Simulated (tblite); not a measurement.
Compound: C6H13S2 (charge +1).
Atom-mapped SMILES: `[CH3:1][S:2][C@@H:3]1[CH2:4][CH2:5][S@@+:6]([CH3:7])[CH2:8]1` (hydrogens: H9, H10, H11 on C1; H12 on C3; H13, H14 on C4; H15, H16 on C5; H17, H18, H19 on C7; H20, H21 on C8)

Structure used (GFN2-xTB), in Å, numbered top down from 1:
```
atom  x, y, z in Å
C1    -3.419   -0.380    0.363
S2    -1.901   -1.291    0.001
C3    -0.742    0.112   -0.323
C4     0.271   -0.292   -1.387
C5     1.183   -1.309   -0.724
S6     1.488   -0.696    0.971
C7     2.853    0.459    0.670
C8     0.056    0.449    0.934
H9    -3.724    0.187   -0.511
H10   -3.272    0.268    1.222
H11   -4.169   -1.130    0.594
H12   -1.347    0.964   -0.636
H13    0.828    0.581   -1.733
H14   -0.226   -0.739   -2.247
H15    0.676   -2.267   -0.613
H16    2.135   -1.456   -1.230
H17    2.962    1.094    1.545
H18    3.762   -0.124    0.546
H19    2.667    1.060   -0.214
H20    0.432    1.472    0.929
H21   -0.522    0.282    1.841
```

Computed values, GFN2-xTB/tblite, gas phase, harmonic and unscaled. This tight-binding method is rough: wavenumbers can miss measured ones by several per cent, in bad cases by 10 to 20. One conformer, not necessarily the lowest.

Harmonic wavenumbers (cm⁻¹): 32.9, 59.7, 129.2, 152.8, 181.0, 192.3, 228.5, 276.8, 330.0, 341.9, 469.5, 584.3, 641.1, 666.4, 720.1, 728.7, 739.6, 835.6, 867.8, 919.8, 926.2, 947.1, 951.8, 958.6, 986.7, 1007.0, 1061.9, 1088.5, 1098.4, 1140.6, 1189.2, 1195.0, 1229.5, 1233.5, 1295.3, 1317.4, 1325.1, 1402.1, 1412.1, 1419.1, 1427.7, 1434.7, 1442.1, 1463.7, 2978.6, 2984.4, 2998.3, 3017.6, 3024.0, 3026.0, 3029.8, 3036.7, 3037.9, 3048.2, 3054.5, 3062.3, 3063.0.

A = 3212, B = 841.9, C = 794.3 MHz; mass 149.046 u (most abundant isotopes); point group C1, symmetry number 1.

Q: What is the zero-point energy?

A: Half the sum of the wavenumbers: 38706 cm⁻¹ = 463.03 kJ/mol.

Q: Entropy at 500 K, 1 bar (ideal gas, RRHO, classical rotation)?

A: Translation 182.01, rotation 129.43, vibration 219.19: S = 530.6 J/(mol K).

Q: And Cp and H(500 K) − H(0)?

A: Cp = 255.04 J/(mol K), of which vibrations give 221.78 (their classical limit is 57 R = 473.9); H(500 K) − H(0) = 72.78 kJ/mol without the zero-point energy, 56.15 from vibrations.

Q: Which modes carry the vibrational entropy at 500 K?

A: 32.9 cm⁻¹: 27.92; 59.7 cm⁻¹: 22.97; 129.2 cm⁻¹: 16.59; 152.8 cm⁻¹: 15.21; 181.0 cm⁻¹: 13.83; 192.3 cm⁻¹: 13.34 J/(mol K); the other 51 give 109.33 together.

Q: What must be added to the electronic energy to get the Gibbs energy at 500 K and 1 bar?

A: ZPE + [H(500 K) − H(0)] − T·S = 463.03 + 72.78 − 265.32 = 270.49 kJ/mol.

Hindered rotation and anharmonicity are outside this model. Other conformers, if any are populated, would add a mixing term that is left out. The structure is chiral; the term R ln 2 for an equal mix with its mirror image is left out.

The run took 1.5 s of wall time on one thread of an Arm Neoverse N1, shared host. The figure is for the frequency step alone.
